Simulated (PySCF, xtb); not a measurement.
Al(Me)(OH)(SiH3) (CH7AlOSi), SMILES [Al]([CH3])([OH])[SiH3].

xtb with GFN2-xTB at its own geometry gives an orbital gap of 3.62 eV and a dipole moment of 1.63 D.

Geometry optimised at r2SCAN-D4/def2-SVP. The values are those of a single conformer.

Q: What does PySCF with ωB97X/def2-TZVP give? (The exact figures need the calculation; the answer reports its results.)

A: gap 10.41 eV (levels -9.58 and 0.83 eV), dipole 0.29 D.
